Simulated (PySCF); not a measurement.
Ta(CH2)Cl3, CH2Cl3Ta (singlet state).
Cartesian coordinates in Å at the PBE0-D3(BJ)/def2-SVP level; atoms count from 1:
```xyz
7
CH2Cl3Ta angstrom
Ta     0.0064    0.0782   -0.7186
C      0.0609   -0.0132    1.1794
H     -0.7705    0.3740    1.7899
H      0.8645   -0.4966    1.7550
Cl     2.1827    0.0198   -1.4050
Cl    -1.2822    1.8999   -1.2170
Cl    -1.0617   -1.8621   -1.3837
```

The calculation used PBE0-D3(BJ)/def2-SVP geometry optimisation, gas phase, def2 core potentials past Kr in PySCF.

Masses are those of the commonest isotopes; rigid-rotor values at the optimised geometry. 

Problem. What are A, B and C (GHz)?

Solution. Ia = 330.70, Ib = 365.13, Ic = 513.84 u·Å²; 505379 MHz·u·Å²/I gives 1528, 1384 and 983.5 MHz, that is A = 1.5282, B = 1.3841, C = 0.9835 GHz.

Problem. Classify the top.

Solution. An asymmetric top: κ = (2 × 1384 − 1528 − 983.5)/(1528 − 983.5) = 0.47.

Problem. What does the inertial defect say?

Solution. Not planar: Δ = Ic − Ia − Ib = -181.98 u·Å². For a rigid frame Δ = −2 Σ m c², so Σ m c² = 90.99 u·Å² lies off the ab plane: 13.80 from hydrogen and 77.19 from heavier atoms. The atom farthest from that plane is 2.64 Å away.

Problem. Give the other two planar moments, Paa and Pbb, and the rms extents of the mass along the axes.

Solution. Paa = Σ m a² = (Ib + Ic − Ia)/2 = 274.14 and Pbb = Σ m b² = (Ia + Ic − Ib)/2 = 239.70 u·Å². With the mass M = 299.87 u, the rms extents √(P/M) along a, b and c are 0.96, 0.89, 0.55 Å.

Problem. List the rotational levels J(Ka,Kc) to J = 2 (cm⁻¹).

Solution. Above 0(0,0):
J = 1: 1(0,1) 0.0790, 1(1,1) 0.0838, 1(1,0) 0.0971
J = 2: 2(0,2) 0.2273, 2(1,2) 0.2284, 2(1,1) 0.2685, 2(2,1) 0.2829, 2(2,0) 0.2925
The levels of one J sum to (2J + 1)J(J + 1)(A + B + C)/3.

Problem. Predict some low-J microwave lines.

Solution. The dipole components are |μa| = 0.04 D, |μb| = 0.67 D, |μc| = 0.51 D. Intensities carry the squares of the components, which stand as 0.00 : 1.00 : 0.58 (a : b : c). Some lines, for components of 0.1 D or more:

```csv
type,branch,"J(Ka,Kc)",MHz,lower level (cm⁻¹)
c,Q,"2(2,1) ← 2(1,1)",432,0.268
b,Q,"3(2,1) ← 3(1,2)",1161,0.515
b,Q,"2(2,1) ← 2(1,2)",1634,0.228
b,Q,"3(1,2) ← 3(0,3)",2234,0.440
b,Q,"3(2,2) ← 3(1,3)",2382,0.440
c,R,"2(1,1) ← 1(0,1)",5681,0.079
c,R,"2(2,0) ← 1(1,0)",5857,0.097
b,R,"3(1,2) ← 2(2,1)",6950,0.283
b,R,"3(2,2) ← 2(1,1)",7535,0.268
b,R,"3(3,1) ← 2(2,0)",8683,0.293
b,R,"3(3,0) ← 2(2,1)",9146,0.283
```

Stationary, but not proved a minimum. No vibrational averaging or centrifugal distortion is included, and the geometry carries the error of its method. Quadrupole hyperfine structure (35Cl) is left out.
